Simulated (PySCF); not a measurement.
C4H10S, SMILES C(CS)CC, GFN2-xTB optimised geometry.

```
15

C      1.95    -1.24    -0.06
C      0.43    -1.24    -0.08
C     -0.13     0.18     0.00
C     -1.65     0.18     0.00
S     -2.34     1.87     0.00
H      2.34    -0.68    -0.91
H      2.33    -0.78     0.85
H      2.33    -2.26    -0.12
H      0.07    -1.71    -0.99
H      0.05    -1.82     0.77
H      0.23     0.77    -0.85
H      0.24     0.67     0.91
H     -2.05    -0.34     0.86
H     -2.04    -0.27    -0.91
H     -1.78     2.26     1.15
```

Density from PBE/def2-TZVP (PySCF) at that geometry.

Minimum of the electron density along straight lines between bonded atoms, close to the bond critical point (lines longer than 1.1 times the sum of covalent radii, or with two minima, are not listed):

| bond | length / Å | ρ at the minimum / e bohr⁻³ | ∇²ρ there / e bohr⁻⁵ | position (fraction from the first atom) |
|---|---|---|---|---|
| C1–C2 | 1.524 | 0.243 | -0.57 | 0.50 |
| C2–C3 | 1.528 | 0.243 | -0.57 | 0.50 |
| C3–C4 | 1.519 | 0.247 | -0.59 | 0.49 |
| C4–S5 | 1.827 | ___ | -0.26 | 0.47 |
| C1–H6 | 1.088 | 0.277 | -0.93 | 0.64 |
| C1–H7 | 1.088 | 0.277 | -0.93 | 0.64 |
| C1–H8 | 1.087 | 0.277 | -0.93 | 0.64 |
| C2–H9 | 1.092 | 0.277 | -0.92 | 0.64 |
| C2–H10 | 1.093 | 0.276 | -0.92 | 0.64 |
| C3–H11 | 1.092 | 0.278 | -0.93 | 0.64 |
| C3–H12 | 1.094 | 0.276 | -0.92 | 0.64 |
| C4–H13 | 1.091 | 0.280 | -0.95 | 0.64 |
| C4–H14 | 1.090 | 0.279 | -0.95 | 0.64 |
| S5–H15 | 1.332 | ___ | -0.64 | 0.63 |

Complete the blanks.


- C4–S5, ρ at the minimum / e bohr⁻³: 0.174
- S5–H15, ρ at the minimum / e bohr⁻³: 0.219
